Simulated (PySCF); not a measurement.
## Stretching Ca₂

Set-up: basis Ca x2c-TZVPall; spin-free X2C with a Gaussian nucleus; PySCF 2.14. Energies in eV from Ca + Ca in their ground configurations at the same level. State: ¹Σg⁺ (singlet), closed shell.

All columns are PBE0.

| R (Å) | E (eV) | HOMO (eV) | LUMO (eV) | Mayer bond order | ⟨S²⟩ |
| --- | --- | --- | --- | --- | --- |
| 3.671 | -0.076 | -3.61 | -1.65 | 0.86 | 0.00 |
| 3.842 | -0.148 | -3.66 | -1.57 | 0.77 | 0.00 |
| 4.013 | -0.185 | -3.72 | -1.50 | 0.69 | 0.00 |
| 4.141 | -0.196 | -3.76 | -1.47 | 0.63 | 0.00 |
| 4.269 | -0.198 | -3.79 | -1.47 | 0.56 | 0.00 |
| 4.397 | -0.193 | -3.83 | -1.47 | 0.51 | 0.00 |
| 4.568 | -0.180 | -3.88 | -1.47 | 0.43 | 0.00 |
| 4.781 | -0.157 | -3.94 | -1.47 | 0.35 | 0.00 |
| 5.037 | -0.128 | -4.00 | -1.46 | 0.27 | 0.00 |
| 5.379 | -0.091 | -4.07 | -1.43 | 0.18 | 0.00 |

Closed-shell solutions of metal pairs were not tested for spin polarisation, which can lower them a little. The bond is weak. Basis-set superposition, not corrected here, can be much of De in a small basis, most of all at correlated wavefunction levels. Functionals without a dispersion term scatter widely for such bonds, and LDA overbinds them.
